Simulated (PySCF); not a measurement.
# Basis and Hamiltonian dependence of the ionisation energy of Kr²⁺

Kr²⁺ [Ar] 3d10 4s2 4p4 (3P) → Kr³⁺ [Ar] 3d10 4s2 4p3 (4S). All values are computed (PySCF 2.14, energy differences of UHF-based or UKS calculations, no spin-orbit coupling). Values in eV.

```tsv
basis	Hamiltonian	functions	UHF	LDA	PBE0	MP2 (valence)	CCSD(T) (valence)	CCSD(T) (valence and next inner shell)
cc-pVDZ-PP with ECP10MDF	ECP	23	34.238	n/a	35.422	34.632	34.657	n/a
aug-cc-pVDZ-PP with ECP10MDF	ECP	32	34.247	35.684	35.430	34.662	34.696	n/a
aug-cc-pVDZ-DK	spin-free X2C	36	34.230	35.783	35.479	34.653	34.687	n/a
ANO-RCC-VTZP	spin-free X2C	43	34.337	35.828	35.541	35.041	35.189	35.247
jorge-DZP-DKH	spin-free X2C	43	34.148	n/a	n/a	34.300	34.311	n/a
def2-TZVP	non-relativistic	48	34.301	n/a	n/a	34.994	35.135	n/a
x2c-TZVPPall	spin-free X2C	48	34.347	35.841	35.556	35.050	35.190	35.228
x2c-TZVPall	spin-free X2C	48	34.347	n/a	35.556	35.050	35.190	n/a
x2c-TZVPPall with one added diffuse shell each of s, p, d type	spin-free X2C	57	34.339	35.837	35.550	35.044	n/a	35.223
aug-cc-pVTZ-DK	spin-free X2C	59	34.342	35.832	35.548	35.055	35.196	n/a
aug-cc-pVQZ-PP with ECP10MDF	ECP	89	34.334	35.729	35.474	35.176	35.334	n/a
aug-cc-pVQZ-DK	spin-free X2C	93	34.330	35.833	35.538	35.170	35.327	n/a
x2c-QZVPPall with one added diffuse shell each of s, p, d, f type	spin-free X2C	113	34.333	35.842	35.542	35.174	n/a	n/a
aug-cc-pVQZ-PP with one added diffuse shell each of s, p, d, f, g type with ECP10MDF	ECP	114	34.334	35.729	35.474	35.177	n/a	n/a
```

Extrapolation of CCSD(T) (valence) from aug-cc-pVTZ-DK and aug-cc-pVQZ-DK: the correlation parts are 0.854 and 0.997 eV; with the X⁻³ form and unrounded values, (4³ × 0.997 − 3³ × 0.854)/(4³ − 3³) = 1.101 eV, and adding the Hartree-Fock value 34.330 eV of the larger basis gives 35.432 eV.

Frozen in the all-electron rows: valence: [Ar] 3d10; valence and next inner shell: [Ne]; with a core potential, the same shells as far as they lie outside it.

Non-relativistic rows lack the scalar-relativistic shift.

Between the lowest levels the reference is 35.838 ± 0.02 eV (measured; NIST Atomic Spectra Database, ionization energies); it includes spin-orbit coupling, which these numbers lack.
